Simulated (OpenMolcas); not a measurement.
Co5+: effect of the IPEA shift

| Item | Value |
| --- | --- |
| Program | OpenMolcas |
| Basis | ANO-RCC-VTZP [6s5p3d2f1g] |
| Scalar Hamiltonian | DKH2, point nucleus |
| Active space | 4 electrons in 5 orbitals (3d) |
| State averaging | 2S+1 = 5 even, 5 roots; 2S+1 = 3 even, 45 roots; 2S+1 = 1 even, 50 roots |
| Spin-orbit coupling | state interaction with AMFI integrals over the reference wave functions, term energies averaged over their components |

Methods on the same reference wave functions:
A. CASSCF
B. MS-CASPT2, IPEA 0 Eh, imaginary shift 0.1 Eh (closed shells correlated: 3s 3p)
C. MS-CASPT2, IPEA 0.25 Eh, imaginary shift 0.1 Eh (closed shells correlated: 3s 3p)

Energies in eV above 3d4 5D0, the measured ground level; measured values from Sugar and Corliss, J. Phys. Chem. Ref. Data 10, 1097 (1981).

```
     Level       A       B       C  Measured
   3d4 5D0  0.0000  0.0000  0.0000    0.0000
   3d4 5D1  0.0269  0.0275  0.0274    0.0253
   3d4 5D2  0.0788  0.0800  0.0799    0.0730
   3d4 5D3  0.1526  0.1541  0.1539    0.1394
   3d4 5D4  0.2451  0.2461  0.2460    0.2209
   3d4 3H4  3.8151   3.633   3.670    3.5183
   3d4 3H5  3.8727   3.694   3.731    3.5715
   3d4 3H6  3.9347   3.760   3.797    3.6245
3d4 3P0(1)  4.0382   3.467   3.528    3.3682
3d4 3P1(1)  4.1969   3.631   3.692    3.5288
3d4 3F2(1)  4.4026   3.904   3.968    3.7883
3d4 3F3(1)  4.4115   3.916   3.980    3.7982
3d4 3F4(1)  4.4382   3.944   4.008    3.8208
3d4 3P2(1)  4.4678   3.901   3.962    3.7823
   3d4 3G3  4.8220   4.366   4.418    4.2187
   3d4 3G4  4.8873   4.433   4.485    4.2743
   3d4 3G5  4.9349   4.487   4.538    4.3214
   3d4 1I6  5.7638   5.547   5.571    5.3065
3d4 1G4(1)  6.0965   5.474   5.514    5.1981
   3d4 3D3  6.2043   5.359   5.429    5.1672
   3d4 3D2  6.2244   5.382   5.452    5.1895
   3d4 3D1  6.2517   5.407   5.477    5.2195
3d4 1S0(1)  7.0558   5.871   5.957    5.6254
3d4 1D2(1)  7.5255   6.891   6.921    6.5389
```

Deviations, from unrounded energies. A percentage is the sum of absolute deviations over the sum of measured energies, with the sign that they share, or ± where signs differ.

```json
{"Against measurement": "mean absolute deviation (cm-1)", "Levels": "23", "A": "4700", "B": "1100", "C": "1500"}
{"Against measurement": "fine structure of the ground term (%)", "Levels": "4", "A": "+9.8", "B": "+10.7", "C": "+10.6"}
{"Against measurement": "other terms of the ground configuration (%)", "Levels": "19", "A": "+16.1", "B": "+3.8", "C": "+5.1"}
```

B lies closest to measurement on these levels and A furthest from it. The largest miss of B in the table is 3d4 1D2(1), by +2800 cm-1. The ranking rests on the paired levels alone, and a cruder setting can come out closer through cancelling errors.

Between B and C the level of the table that moves most is 3d4 1S0(1), by 700 cm-1 (lowest in B, highest in C). Moves below CASPT2's spread within the term are not significant.

The mean deviations of B to C differ by less than CASPT2's widest spread within a term (1000 cm-1), so their order carries little weight.

From A to B the spin-free energies of the other terms of 3d4 shown, above 5D, scale by factors of 0.83 to 0.96, as is usual when dynamic correlation screens the repulsion within a d or f shell.

The lowest spin-free term lies below A's lowest term by 0.307 hartree in B, 0.301 hartree in C.

Term energies are means over components that CASPT2 splits; among the terms shown or strongly mixed into the levels shown the widest spread is 1000 cm-1 (3d4 1I, C). Without dynamic correlation excited terms often stand tens of per cent too high (terms of higher spin than the ground term too low), and those without a measured partner can miss by more than the paired ones (holds for A). Some levels mix across a computed gap that differs much from the measured one, so their mixing is not that of the real levels (holds for B). The CASPT2 spread within a term exceeds the gap to the next term for 3d4 3D and 3d4 1G(1), 3d4 1G(1) and 3d4 1I, so the order of their levels is uncertain (holds for C). Measured partners are found by configuration, term and J. A level has none where our copy of the source lacks it or the pairing is in doubt (some pairs that miss far off the trend of their configuration count as doubtful), and it then counts in no deviation. Only configurations of the active space appear. Levels that lie high or do not pair safely by name in every column are left out.

A number in round brackets counts repeated terms of one configuration in the order of the reference energies.
